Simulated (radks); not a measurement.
Q: Species: Tl2+. Configuration: [Xe] 4f14 5d10 6s1. All-electron calculation, scalar-relativistic Kohn-Sham, LB94 model potential, spin-polarised, spherical densities, finite nucleus; open shells are filled with parallel spins first (spin-orbit coupling, left out, can overturn this in heavy ions); Fermi nuclear charge, rms radius 5.4759 fm. Program: a radial shooting solver on a logarithmic mesh with Libxc functionals. Some entries of the table are withheld. Estimate them.

orbital  occ.  eigenvalue (eV)  r(max) (bohr)
1s up       1        -85883.02        0.01003
1s down     1        -85882.98        0.01003
2s up       1        -15331.03        0.05809
2s down     1        -15331.01        0.05809
2p up       3        -13200.31        0.04827
2p down     3        -13200.29        0.04827
3s up       1        -3685.987         0.1639
3s down     1        -3685.968         0.1639
3p up       3        -3072.276         0.1637
3p down     3        -3072.260         0.1637
3d up       5        -2433.988         0.1333
3d down     5        -2433.972         0.1333
4s up       1        -841.8637         0.3691
4s down     1        -841.8407         0.3691
4p up       3        -641.5342         0.3893
4p down     3        -641.5180         0.3894
4d up       5        -405.6493         0.3961
4d down     5        -405.6359         0.3961
5s up       1        -157.5075         0.8025
5s down     1        -157.4817         0.8025
4f up       7        -144.3208         0.3578
4f down     7        -144.3048         0.3578
5p down     3        -101.9013         0.9004
5p up       3        -101.8531         0.9000
5d down     5         -40.7954          1.115
5d up       5         -40.5607          1.113
6s down     0         -32.9519          1.963
6s up       1         -32.6249          1.967
6p down     0         -22.7435            (1)
6p up       0         -22.5424            (2)
7s down     0         -13.3719          4.485
7s up       0         -13.2926          4.500
6d down     0         -12.5792          3.679
6d up       0         -12.5199          3.685
5f down     0          -8.7737          3.960
5f up       0          -8.6950          4.008

A: 
(1) 6p down r(max) (bohr): 2.432
(2) 6p up r(max) (bohr): 2.445
